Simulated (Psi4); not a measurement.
A run for Psi4: SAPT0/jun-cc-pV(D+d)Z on CH10Si2 (a complex), monomers drawn apart or pushed together.

```
memory 2025 MB

molecule dimer {
0 1
C     0.05535167   -0.12600641    0.04638941
H    -0.37250102   -1.04826816    0.43674512
H    -0.53475486    0.72179821    0.39153250
H     1.07997198   -0.02251147    0.39980190
H     0.04670512   -0.15459481   -1.04226216
--
0 1
Si    1.06775343    0.43311136    3.77429860
Si   -1.11773222   -0.31656126    3.37794059
H     1.79606144   -0.54517286    4.61881622
H     1.03832261    1.73685904    4.48145902
H     1.80744756    0.60230303    2.50128573
H    -1.10087867   -1.62802231    2.68683512
H    -1.85807234    0.65547961    2.53851938
H    -1.83646711   -0.47160498    4.66666170
units angstrom
symmetry c1
no_reorient
no_com
}

set {
  basis jun-cc-pV(D+d)Z
  scf_type df
  freeze_core true
}

energy('sapt0')
```

Program output:

```
[...]
==> Input File <==

--------------------------------------------------------------------------
memory 2025 MB

molecule dimer {
0 1
C     0.05535167   -0.12600641    0.04638941
H    -0.37250102   -1.04826816    0.43674512
H    -0.53475486    0.72179821    0.39153250
H     1.07997198   -0.02251147    0.39980190
H     0.04670512   -0.15459481   -1.04226216
--
0 1
Si    1.06775343    0.43311136    3.77429860
Si   -1.11773222   -0.31656126    3.37794059
H     1.79606144   -0.54517286    4.61881622
H     1.03832261    1.73685904    4.48145902
H     1.80744756    0.60230303    2.50128573
H    -1.10087867   -1.62802231    2.68683512
H    -1.85807234    0.65547961    2.53851938
H    -1.83646711   -0.47160498    4.66666170
units angstrom
symmetry c1
no_reorient
no_com
}

set {
  basis jun-cc-pV(D+d)Z
  scf_type df
  freeze_core true
}

energy('sapt0')
--------------------------------------------------------------------------


   => Loading Basis Set <=

    Name: JUN-CC-PV(D+D)Z
    Role: ORBITAL
    Keyword: BASIS
    atoms 1         entry C          line   188 file jun-cc-pv_dpd_z.gbs
    atoms 2-5, 8-13 entry H          line    60 file jun-cc-pv_dpd_z.gbs
    atoms 6-7       entry SI         line   566 file jun-cc-pv_dpd_z.gbs

   => Loading Basis Set <=

    Name: JUN-CC-PV(D+D)Z
    Role: ORBITAL
    Keyword: BASIS
    atoms 1         entry C          line   188 file jun-cc-pv_dpd_z.gbs
    atoms 2-5, 8-13 entry H          line    60 file jun-cc-pv_dpd_z.gbs
    atoms 6-7       entry SI         line   566 file jun-cc-pv_dpd_z.gbs


  //>>>>>>>>>>>>>>>>>>>>>>>>>>>>>>>>>>>//
  //              Dimer HF             //
  //<<<<<<<<<<<<<<<<<<<<<<<<<<<<<<<<<<<//

   => Libint2 <=

    Primary   basis highest AM E, G, H:  7, 6, 3
    Auxiliary basis highest AM E, G, H:  7, 7, 4
    Onebody   basis highest AM E, G, H:  -, -, -
    Solid Harmonics ordering:            Gaussian


   => Loading Basis Set <=

    Name: JUN-CC-PV(D+D)Z
    Role: ORBITAL
    Keyword: BASIS
    atoms 1         entry C          line   188 file jun-cc-pv_dpd_z.gbs
    atoms 2-5, 8-13 entry H          line    60 file jun-cc-pv_dpd_z.gbs
    atoms 6-7       entry SI         line   566 file jun-cc-pv_dpd_z.gbs


         ---------------------------------------------------------
                                   SCF
               by Justin Turney, Rob Parrish, Andy Simmonett
                          and Daniel G. A. Smith
                              RHF Reference
                        1 Threads,   1931 MiB Core
         ---------------------------------------------------------

  ==> Geometry <==

    Molecular point group: c1
    Full point group: C1

    Geometry (in Angstrom), charge = 0, multiplicity = 1:

       Center              X                  Y                   Z               Mass
    ------------   -----------------  -----------------  -----------------  -----------------
         C            0.055351670000    -0.126006410000     0.046389410000    12.000000000000
         H           -0.372501020000    -1.048268160000     0.436745120000     1.007825032230
         H           -0.534754860000     0.721798210000     0.391532500000     1.007825032230
         H            1.079971980000    -0.022511470000     0.399801900000     1.007825032230
         H            0.046705120000    -0.154594810000    -1.042262160000     1.007825032230
         SI           1.067753430000     0.433111360000     3.774298600000    27.976926534650
         SI          -1.117732220000    -0.316561260000     3.377940590000    27.976926534650
         H            1.796061440000    -0.545172860000     4.618816220000     1.007825032230
         H            1.038322610000     1.736859040000     4.481459020000     1.007825032230
         H            1.807447560000     0.602303030000     2.501285730000     1.007825032230
         H           -1.100878670000    -1.628022310000     2.686835120000     1.007825032230
         H           -1.858072340000     0.655479610000     2.538519380000     1.007825032230
         H           -1.836467110000    -0.471604980000     4.666661700000     1.007825032230

  Running in c1 symmetry.

  Rotational constants: A =      0.16749  B =      0.02078  C =      0.01880 [cm^-1]
  Rotational constants: A =   5021.23426  B =    622.83450  C =    563.68046 [MHz]
  Nuclear repulsion =  152.153766268909806

  Charge       = 0
  Multiplicity = 1
  Electrons    = 44
  Nalpha       = 22
  Nbeta        = 22

  ==> Algorithm <==

  SCF Algorithm Type is DF.
  DIIS enabled.
  MOM disabled.
  Fractional occupation disabled.
  Guess Type is SAD.
  Energy threshold   = 1.00e-08
  Density threshold  = 1.00e-08
  Integral threshold = 1.00e-12

  ==> Primary Basis <==

  Basis Set: JUN-CC-PV(D+D)Z
    Blend: JUN-CC-PV(D+D)Z
    Number of shells: 60
    Number of basis functions: 122
    Number of Cartesian functions: 127
    Spherical Harmonics?: true
    Max angular momentum: 2

   => Loading Basis Set <=

    Name: (JUN-CC-PV(D+D)Z
[...]
015   112A      3.464029   113A      3.479003
     114A      3.481346   115A      3.501968   116A      3.507804
     117A      3.522375   118A      3.553139   119A      5.046794
     120A      5.048476   121A      5.057079   122A     18.432931

    Final Occupation by Irrep:
              A
    DOCC [    17 ]
    NA   [    17 ]
    NB   [    17 ]

  @DF-RHF Final Energy:  -581.35177923306026

   => Energetics <=

    Nuclear Repulsion Energy =             90.7509167982388760
    One-Electron Energy =                -986.2513870813969561
    Two-Electron Energy =                 314.1486910500977956
    Total Energy =                       -581.3517792330602560

Computation Completed


Properties will be evaluated at   0.000000,   0.000000,   0.000000 [a0]

Properties computed using the SCF density matrix


 Multipole Moments:

 ------------------------------------------------------------------------------------
     Multipole            Electronic (a.u.)      Nuclear  (a.u.)        Total (a.u.)
 ------------------------------------------------------------------------------------

 L = 1.  Multiply by 2.5417464519 to convert [e a0] to [Debye]
 Dipole X            :          1.6113046           -1.6124836           -0.0011790
 Dipole Y            :         -3.7453452            3.7445734           -0.0007717
 Dipole Z            :       -229.8462550          229.8377998           -0.0084551
 Magnitude           :                                                    0.0085718

 ------------------------------------------------------------------------------------

  Constructing Basis Sets for SAPT...

   => Loading Basis Set <=

    Name: (JUN-CC-PV(D+D)Z AUX)
    Role: RIFIT
    Keyword: DF_BASIS_SAPT
    atoms 1         entry C          line   100 file jun-cc-pvdz-ri.gbs
    atoms 2-5, 8-13 entry H          line    30 file jun-cc-pvdz-ri.gbs
    atoms 6-7       entry SI         line   376 file jun-cc-pvdz-ri.gbs

   => Loading Basis Set <=

    Name: (JUN-CC-PV(D+D)Z AUX)
    Role: JKFIT
    Keyword: DF_BASIS_ELST
    atoms 1         entry C          line   146 file jun-cc-pvdz-jkfit.gbs
    atoms 2-5, 8-13 entry H          line    70 file jun-cc-pvdz-jkfit.gbs
    atoms 6-7       entry SI         line   506 file jun-cc-pvdz-jkfit.gbs


  //>>>>>>>>>>>>>>>>>>>>>>>>>>>>>>>>>>>//
  //               SAPT0               //
  //<<<<<<<<<<<<<<<<<<<<<<<<<<<<<<<<<<<//



        SAPT0
    Ed Hohenstein
     6 June 2009

      Orbital Information
  --------------------------
    NSO        =       122
    NMO        =       122
    NRI        =       375
    NRI (Elst) =       551
    NOCC A     =         5
    NOCC B     =        17
    FOCC A     =         1
    FOCC B     =        10
    NVIR A     =       117
    NVIR B     =       105

    Elst10,r            =    -0.002853882463 [Eh]
    Exch10              =     0.008752581253 [Eh]
    Exch10 (S^2)        =     0.008740065013 [Eh]

    Maxiter = 50
    CPHF R converge = 1.000000E-08

    Iter     Energy [mEh]          dE [mEh]         Residual      Time [s]
       1      -0.62584339       0.625843394     3.394551e-03             0
       2      -0.77029408       0.144450687     4.414693e-04             0
       3      -0.76920378      -0.001090299     9.975075e-05             0
       4      -0.76856540      -0.000638380     2.559655e-05             0
       5      -0.76857571       0.000010309     5.138925e-06             0
       6      -0.76861600       0.000040286     6.281746e-07             0
       7      -0.76861154      -0.000004459     9.563345e-08             0
       8      -0.76861199       0.000000455     1.397200e-08             0
       9      -0.76861195      -0.000000045     1.727042e-09             0

    CHF Iterations converged

    Maxiter = 50
    CPHF R converge = 1.000000E-08

    Iter     Energy [mEh]          dE [mEh]         Residual      Time [s]
       1      -0.57654467       0.576544674     3.088164e-03             0
       2      -0.70381094       0.127266264     3.694140e-04             0
       3      -0.70147606      -0.002334875     9.178510e-05             0
       4      -0.70102160      -0.000454458     2.628653e-05             0
       5      -0.70123375       0.000212145     5.587190e-06             0
       6      -0.70121121      -0.000022540     1.099554e-06             0
       7      -0.70121068      -0.000000533     2.348605e-07             0
       8      -0.70121137       0.000000692     3.537714e-08             0
       9      -0.70121131      -0.000000055     8.022115e-09             0

    CHF Iterations converged

    Ind20,r (A<-B)      =    -0.000768611948 [Eh]
    Ind20,r (B<-A)      =    -0.000701211313 [Eh]
    Ind20,r             =    -0.001469823262 [Eh]
    Exch-Ind20,r (A<-B) =     0.000614040910 [Eh]
    Exch-Ind20,r (B<-A) =     0.000640548595 [Eh]
    Exch-Ind20,r        =     0.001254589505 [Eh]
    Disp20              =    -0.004241596947 [Eh]
    Disp20 (SS)         =    -0.002120798473 [Eh]
    Disp20 (OS)         =    -0.002120798473 [Eh]
    Exch-Disp20         =     0.000491880515 [Eh]
    Exch-Disp20 (SS)    =     0.000276686897 [Eh]
    Exch-Disp20 (OS)    =     0.000215193618 [Eh]

    SAPT Results
  --------------------------------------------------------------------------------------------------------
    Electrostatics                 -2.85388246 [mEh]      -1.79083828 [kcal/mol]      -7.49286737 [kJ/mol]
      Elst10,r                     -2.85388246 [mEh]      -1.79083828 [kcal/mol]      -7.49286737 [kJ/mol]

    Exchange                        8.75258125 [mEh]       5.49232766 [kcal/mol]      22.97989891 [kJ/mol]
      Exch10                        8.75258125 [mEh]       5.49232766 [kcal/mol]      22.97989891 [kJ/mol]
      Exch10(S^2)                   8.74006501 [mEh]       5.48447360 [kcal/mol]      22.94703753 [kJ/mol]

    Induction                      -0.75622393 [mEh]      -0.47453768 [kcal/mol]      -1.98546564 [kJ/mol]
      Ind20,r                      -1.46982326 [mEh]      -0.92232802 [kcal/mol]      -3.85902044 [kJ/mol]
      Exch-Ind20,r                  1.25458950 [mEh]       0.78726680 [kcal/mol]       3.29392429 [kJ/mol]
      delta HF,r (2)               -0.54099017 [mEh]      -0.33947646 [kcal/mol]      -1.42036949 [kJ/mol]

    Dispersion                     -3.74971643 [mEh]      -2.35298258 [kcal/mol]      -9.84487914 [kJ/mol]
      Disp20                       -4.24159695 [mEh]      -2.66164227 [kcal/mol]     -11.13631125 [kJ/mol]
      Exch-Disp20                   0.49188051 [mEh]       0.30865968 [kcal/mol]       1.29143211 [kJ/mol]
      Disp20 (SS)                  -2.12079847 [mEh]      -1.33082113 [kcal/mol]      -5.56815562 [kJ/mol]
      Disp20 (OS)                  -2.12079847 [mEh]      -1.33082113 [kcal/mol]      -5.56815562 [kJ/mol]
      Exch-Disp20 (SS)              0.27668690 [mEh]       0.17362365 [kcal/mol]       0.72644135 [kJ/mol]
      Exch-Disp20 (OS)              0.21519362 [mEh]       0.13503603 [kcal/mol]       0.56499077 [kJ/mol]

  Total HF                          5.14247487 [mEh]       3.22695170 [kcal/mol]      13.50156590 [kJ/mol]
  Total SAPT0                       1.39275843 [mEh]       0.87396911 [kcal/mol]       3.65668676 [kJ/mol]

  Special recipe for scaled SAPT0 (see Manual):
    Electrostatics sSAPT0          -2.85388246 [mEh]      -1.79083828 [kcal/mol]      -7.49286737 [kJ/mol]
    Exchange sSAPT0                 8.75258125 [mEh]       5.49232766 [kcal/mol]      22.97989891 [kJ/mol]
    Induction sSAPT0               -0.75082629 [mEh]      -0.47115061 [kcal/mol]      -1.97129414 [kJ/mol]
    Dispersion sSAPT0              -3.74760021 [mEh]      -2.35165463 [kcal/mol]      -9.83932299 [kJ/mol]
  Total sSAPT0                      1.40027230 [mEh]       0.87868413 [kcal/mol]       3.67641441 [kJ/mol]
  --------------------------------------------------------------------------------------------------------



*** Psi4 exiting successfully. Buy a developer a beer!
```

The run finished.

Cost: about 15 core-seconds (a rough figure).
